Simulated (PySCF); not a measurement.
## C₆ coefficients of unlike pairs at PBE

Calculated with PySCF 2.14 from the dipole response of each species, C₆(A,B) = (3/π) ∫ α_A(iu) α_B(iu) du, in atomic units, from isotropic polarisabilities. For ions this is the dispersion term alone; charge-induced terms of lower order in 1/R come first.

```csv
species,configuration,basis,relativity,α (bohr³),C₆ (like pair)
As³⁺,[Ar] 3d10 4s2 (1S),dyall-av3z (24s17p11d2f),spin-free X2C,6.707,19.84
Re,[Xe] 4f14 5d5 6s2 (6S),aug-cc-pVQZ-PP with ECP60MDF (7s7p6d4f3g2h),core potential,65.84,769.4
B,[He] 2s2 2p1 (2P),aug-cc-pVQZ (6s5p4d3f2g),none,23.77,116.6
Ca²⁺,[Ar] (1S),"aug-cc-pwCVTZ-X2C with one added diffuse shell each of s, p, d, f type (10s9p7d4f)",spin-free X2C,3.309,10.91
```

Question: Estimate C₆ for Re with As³⁺.

Answer: The integral gives 116.2. The combination rule 2 C_A C_B / (C_A α_B/α_A + C_B α_A/α_B) gives 111.8 and the geometric mean 123.6.

No spin-orbit coupling is included.

The other pairs:

```csv
pair,C₆
"Ca²⁺, As³⁺",13.77
"Ca²⁺, Re",73.11
"B, Re",298.6
"Ca²⁺, B",27.98
"B, As³⁺",45.34
```
